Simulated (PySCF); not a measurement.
Computed properties of GeH₄Si, SMILES [SiH3][GeH]

Ge(H)(SiH3) (GeH4Si), SMILES [SiH3][GeH] (connectivity only; charge and spin as stated), neutral, multiplicity 1. The structure is a stationary point at TPSSh-D3(BJ)/def2-TZVP. The values are those of a single conformer. All values are computed for the isolated molecule unless a solvent is named; none is compared with measurement here.

**Structure.** The optimised structure has Cs symmetry. All 12 harmonic modes at TPSSh-D3(BJ)/def2-TZVP (PySCF) are real, so it is a minimum.

**Vibrations.** The strongest infrared lines (harmonic, unscaled, degenerate partners summed) lie at 1915 cm⁻¹ (249 km/mol, H 99 %), 863 cm⁻¹ (239 km/mol, H 91 %, Si 9 %), 2225 cm⁻¹ (118 km/mol, H 96 %). The softest mode is at 58 cm⁻¹ and the zero-point energy is 18.7 kcal/mol.

**Electronic structure.** M06-2X/def2-TZVPD (PySCF) places the frontier levels at -7.50 and -2.43 eV, a gap of 5.07 eV, and gives a dipole moment of 0.36 D and a mean polarisability of 70.6 bohr³.

**Excitations.** TDA-B3LYP/def2-SVPD (PySCF) has S1 at 2.02 eV (614 nm, f = 0.004, weak); the most intense of the 10 singlets computed lies at 6.10 eV (f = 0.51). T1 (TDA) is at 1.08 eV, 0.94 eV under S1.

**NMR.** GIAO shifts at KT2/pcSseg-2 (PySCF) (non-relativistic, atoms alike by connectivity averaged): ¹H from 4.4 to 19.4 ppm against TMS; ²⁹Si at -73.7 ppm against TMS.
